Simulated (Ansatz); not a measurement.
Born–Oppenheimer molecular dynamics of C₂H₉NO₂Si (15 atoms, charge 0, multiplicity 1). It starts from a relaxed structure.

These are results of RKS B3LYP/STO-3G in Ansatz, not measurements.

```
ensemble             : NVT, Langevin thermostat
time step            : 0.5 fs
steps asked          : 250
set temperature      : 500 K
friction             : 0.02 /fs
temperature schedule : 62 steps to 500 K, then 188 steps to 1500 K
seed                 : 906363
```

First frame:

```xyz
15
Properties=species:S:1:pos:R:3
Si 0.093 -0.177 0.133
O 0.047 -0.451 1.817
H -0.211 0.461 2.200
C 1.801 0.133 -0.575
H 2.528 -0.588 -0.180
H 1.799 0.036 -1.668
H 2.160 1.139 -0.327
N -0.892 1.255 -0.161
H -1.923 1.071 -0.155
H -0.698 1.711 -1.083
O -0.420 -1.638 -0.603
C -1.663 -2.145 -0.023
H -1.641 -2.203 1.088
H -2.557 -1.543 -0.309
H -1.822 -3.171 -0.413
```

Q: How far do the bonds stretch over the last three quarters of this one trajectory? (Pairs bonded in most of those frames.)

A: 
```csv
bond,mean (Å),spread (Å),shortest,longest
Si1–O2,1.746,0.041,1.69,1.82
Si1–C4,1.882,0.036,1.78,1.95
Si1–N8,1.793,0.023,1.75,1.85
Si1–O11,1.726,0.063,1.61,1.84
O2–H3,1.038,0.046,0.96,1.14
C4–H5,1.115,0.070,0.98,1.24
C4–H6,1.101,0.032,1.03,1.19
C4–H7,1.101,0.026,1.04,1.21
N8–H9,1.060,0.027,1.01,1.14
N8–H10,1.055,0.019,1.01,1.10
O11–C12,1.461,0.035,1.37,1.52
C12–H13,1.114,0.024,1.04,1.17
C12–H14,1.117,0.041,1.03,1.21
C12–H15,1.120,0.042,1.03,1.24
```

Mean temperature of the second half: 855 K. The schedule's set-point averaged 1168 K over the second half and the system 855 K, so it lags behind the ramp. A run of 0.12 ps of so small a system gives no equilibrium averages. Limits of this set-up: minimal basis.

Time of the run: 12 min on 1 thread of Arm Neoverse V2, with other jobs on the host, peak memory 0.12 GiB.
